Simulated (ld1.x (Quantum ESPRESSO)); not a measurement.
copper (Cu): from the effect back to the setting (RRKJ)

Base potential:

Cu (Z = 29), norm-conserving RRKJ (Kleinman–Bylander form), made with ld1.x (Quantum ESPRESSO) 7.5 (PBE, scalar-relativistic). Core [Ar], reference 3d10 4s1 4p0. Waves: 4p (bound, empty): rc 3.65 bohr; 3d (bound): rc 1.50 bohr; 4s (bound): rc 2.20 bohr. Local part: the s channel. Core correction: Bessel-smoothed model core inside 0.95 bohr. rho0 = 0.001.

Cutoffs, loose and tight: the cutoffs (Ry, on a coarse ladder) from which the occupation-weighted sum of valence levels, in a spherical-Bessel basis at the reference potential, stays within 10 and 1 mRy of its value at 400 Ry. They do not see the model core or the augmentation charge, which bear on the density cutoff. Test errors are all-electron minus pseudo excitation energies from the reference, over the configurations 3d10 4s0 4p0; 3d9 4s0 4p0; 3d8 4s0 4p0; 3d9 4s1 4p1; 3d9 4s2 4p0; 3d10 4s0 4p1; 3d10 4s0.5 4p0; variants that change the core or the reference have their own tests.

Only the scale of all radii but the core radius (base = 1) is moved:

```csv
scale of all radii but the core radius (base = 1),"cutoff, loose","cutoff, tight",bound ghosts,largest test error (meV)
0.81,120 Ry,180 Ry,none,-1307
0.9,110 Ry,160 Ry,none,-1235
1.01,90 Ry,140 Ry,none,"no test is counted, since the test run did not reproduce the reference configuration"
1.11,80 Ry,110 Ry,none,"no test is counted, since the test run did not reproduce the reference configuration"
1.36,55 Ry,80 Ry,none,"no test is counted, since the test run did not reproduce the reference configuration"
```

Q: One more run gave cutoff, loose: 60 Ry; cutoff, tight: 90 Ry; bound ghosts: none; largest test error (meV): no test is counted, since the test run did not reproduce the reference configuration. Which value of the scale of all radii but the core radius (base = 1) was used?

A: 1.28. The loose cutoff moves one way along this sweep, from 120 Ry at 0.81 to 55 Ry at 1.36, which places the run between 1.11 and 1.36.
